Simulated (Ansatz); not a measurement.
The same path of FH3Sn + H (6 atoms, charge 0, multiplicity 2) was run 3 times with different band settings. Lost on the way: Sn1–H2, Sn1–F6. Made: Sn1–H3, H2–F6.

Theory: UKS PBE/def2-SVP (Ansatz 0.2.0).

Relaxed end points:

```xyz
6
Properties=species:S:1:pos:R:3
Sn -0.244 0.000 0.929
H 1.375 0.000 1.526
H 1.580 0.001 -1.686
H -0.664 1.442 0.080
H -0.663 -1.443 0.080
F -1.382 -0.001 2.532
```

```xyz
6
Properties=species:S:1:pos:R:3
Sn -0.242 -0.326 -0.050
H 0.384 -0.060 2.676
H 1.327 0.120 -0.642
H -1.301 1.049 -0.081
H -0.905 -1.590 -1.056
F 0.739 0.808 2.614
```

Common settings: optimiser quadratic models (default); start path through a guess of the saddle point; force threshold 0.05 eV/Å; iteration limit 60; end points relaxed.

| run | movable images | climbing image | spring |
| --- | --- | --- | --- |
| 1 | 5 | yes | 5.0 eV/Å² |
| 2 | 6 | no | 5.0 eV/Å² |
| 3 | 5 | yes | 0.5 eV/Å² |

Q: What does each run give, and how far can it be trusted?

A: Run 1: converged after 56 iterations, highest image 0.323 eV above the first end. The profile has 2 maxima (images 2, 4) with wells between them (image 3): this band takes more than one step, which may be the mechanism or a detour left from its start path. A vibrational analysis at the climbing image gives one clearly imaginary mode, 1003i cm⁻¹: a first-order saddle point.
Run 2: converged after 15 iterations, highest image 0.305 eV above the first end. No image climbed, so the highest image needn't sit at the top of the path.
Run 3: converged after 18 iterations, highest image 0.305 eV above the first end. Beside the main top the profile has a ripple of under 15 meV (maxima at images 2, 5), which may be a very shallow well or noise. The order of the stationary point at the top wasn't checked.
